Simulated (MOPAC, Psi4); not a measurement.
Conformational energy of SMILES C([SiH3])C(=O)C. Scanned: dihedral O3–C2–C4–Si5; all other coordinates were relaxed at GFN2-xTB. Points at φ and −φ are mirror images. Heavy atoms are numbered in the order of the SMILES CC(=O)C[SiH3], hydrogens after them in the order of the atoms that carry them; the mirror image has the same energies with the sign of each dihedral reversed.

Computed with: PBE-D3(BJ)/def2-TZVP // GFN2-xTB (Psi4); HF/cc-pVTZ // GFN2-xTB (Psi4); PM6, restricted, heats of formation // GFN2-xTB (MOPAC); MP2/cc-pVTZ = DF-MP2 (frozen core)/cc-pVTZ // GFN2-xTB run with Psi4.

Energies relative to the lowest point of each profile, in eV:

| φ / ° | PBE-D3(BJ)/def2-TZVP | HF/cc-pVTZ | PM6 |
|---|---|---|---|
| -150 | 0.097 | 0.116 | 0.071 |
| -105 | 0.014 | 0.019 | 0.000 |
| -75 | 0.010 | 0.003 | 0.026 |
| -45 | 0.056 | 0.022 | 0.101 |
| -30 | 0.065 | 0.025 | 0.155 |
| -15 | 0.074 | 0.035 | 0.196 |
| 0 | 0.079 | 0.038 | 0.208 |
| 15 | 0.074 | 0.035 | 0.196 |
| 60 | 0.035 | 0.016 | 0.060 |
| 75 | 0.010 | 0.003 | 0.026 |
| 90 | 0.000 | 0.000 | 0.003 |
| 165 | 0.134 | 0.161 | 0.094 |

Question: Estimate the MP2/cc-pVTZ values at these points.

Answer: -150: 0.110; -105: 0.019; -75: 0.006; -45: 0.041; -30: 0.041; -15: 0.043; 0: 0.045; 15: 0.043; 60: 0.026; 75: 0.006; 90: 0.000; 165: 0.153 (eV).
